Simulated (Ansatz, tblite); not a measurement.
Cost and result up the ladder for Si2Sn5 (7 atoms). The state is a singlet with charge 0. Geometry: PBE-D4/def2-SVP.

```xyz
7

Si   -0.206    0.652    0.934
Si    1.345    1.724   -0.658
Sn    2.375   -0.335    0.892
Sn   -0.095   -2.048    1.521
Sn    0.354   -0.938   -1.439
Sn   -2.433   -0.762    0.106
Sn   -1.340    1.707   -1.355
```

Ansatz on 4 threads of Arm Neoverse V2 on a shared host; xTB runs through tblite on one thread. Times are rough, summed over both states, and most runs start from the orbitals of an earlier one. PBE0-D4/def2-SVP serves as the yardstick here, not as an exact answer. The other state is a triplet.

In the def2 sets Sn takes a core potential; there is no spin–orbit coupling. The xTB rows come from tblite. The structure comes from a short search, and lower isomers may exist.

xTB has no spin-polarisation term.

| level | functions | wall time |
| --- | --- | --- |
| GFN1-xTB | 63 | 0.019 s |
| GFN2-xTB | 63 | 0.036 s |
| PBE-D4/def2-SVP | 166 | 11 s |
| PBE0-D4/def2-SVP | 166 | 25 s |

Q: Estimate what each level gives for the vertical triplet (eV).

A: 
```
           level  vertical triplet (eV)  difference from PBE0-D4/def2-SVP (eV)
        GFN1-xTB                   1.64                                  -0.02
        GFN2-xTB                   1.52                                  -0.14
 PBE-D4/def2-SVP                   1.58                                  -0.08
PBE0-D4/def2-SVP                   1.66                                   0.00
```
